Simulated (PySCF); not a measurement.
Species: C5H9NOS2Si.
Atom-mapped SMILES: `[CH3:1][CH2:2][O:3][Si@@H:4]1[S:5][CH2:6][C@H:7]([C:8]#[N:9])[S:10]1`

Geometry (GFN2-xTB, Å), atoms numbered from 1 in this order:
```xyz
19
C5H9NOS2Si angstrom
C      3.2352   -0.8535   -0.0476
C      2.4026    0.3621    0.3147
O      1.2350    0.3751   -0.4753
Si    -0.1216    1.1946   -0.2873
S     -1.1864    0.6971    1.5086
C     -2.7918    0.4736    0.6718
C     -2.6379   -0.3121   -0.6217
C     -2.1214   -1.6352   -0.3836
N     -1.6769   -2.6709   -0.1953
S     -1.4965    0.5472   -1.7906
H      3.5016   -0.8221   -1.1007
H      2.6655   -1.7594    0.1408
H      4.1413   -0.8697    0.5512
H      2.9534    1.2889    0.1218
H      2.1206    0.3404    1.3722
H      0.0129    2.6396   -0.3771
H     -3.4336   -0.0621    1.3721
H     -3.2146    1.4576    0.4688
H     -3.5971   -0.3816   -1.1442
```

Definitions: NICS(0) = −σiso at the ring centroid; NICS(1) = −σiso and NICS(1)zz = −σzz at ±1 Å along the ring normal z. Level: GIAO PBE0/pcSseg-1 (PySCF, non-relativistic, gas phase) on the GFN2-xTB geometry, one conformer.

Ring bond lengths (Å), with Mayer bond orders in brackets: Si4–S5 2.146 (0.93), S5–C6 1.824 (1.01), C6–C7 1.521 (0.98), C7–S10 1.846 (1.03), S10–Si4 2.138 (0.93).

Q: What do the NICS probes read (ppm)?

A: 
```
            ring                                                      type  NICS(0)  NICS(1), two faces  NICS(1)zz, two faces  rms pucker (Å)  centre to ring atoms, mean (Å)
Si4–S5–C6–C7–S10  5-membered ring with 2 S and Si; formal bonds all single     -9.1         -5.3 / -4.6           -4.3 / -3.1            0.23                            1.57
```

Q: What can be read from them?

A: 
- Si4–S5–C6–C7–S10: mean NICS(1)zz -3.7 ppm, shielded. Si4, C6, C7 have four or more neighbours; no verdict on aromaticity is drawn.

Q: What are the shieldings of the ring atoms and their hydrogens in the same run (means over atoms taken as equivalent)?

A: 
| atoms | environment | σ isotropic (ppm) | principal values of the symmetric part, first atom (ppm) |
| --- | --- | --- | --- |
| Si4 | oxygen-bound silicon | 338.4 | 284.2, 341.5, 389.4 |
| S5 | sulfur bonded to C and Si | 601.5 | 515.6, 552.3, 736.6 |
| C6 | sp3 carbon bound to sulfur | 140.8 | 106.5, 146.9, 169.2 |
| C7 | sp3 carbon bound to sulfur | 149.2 | 126.8, 154.3, 166.4 |
| S10 | sulfur bonded to C and Si | 496.8 | 306.6, 494.8, 688.9 |
| H16 | Si–H hydrogen | 25.53 | 21.5, 23.0, 32.1 |
| H17 | methylene hydrogen | 28.47 | 22.0, 26.3, 37.2 |
| H18 | methylene hydrogen | 28.71 | 22.8, 26.7, 36.6 |
| H19 | methine hydrogen | 27.95 | 23.4, 24.5, 36.0 |
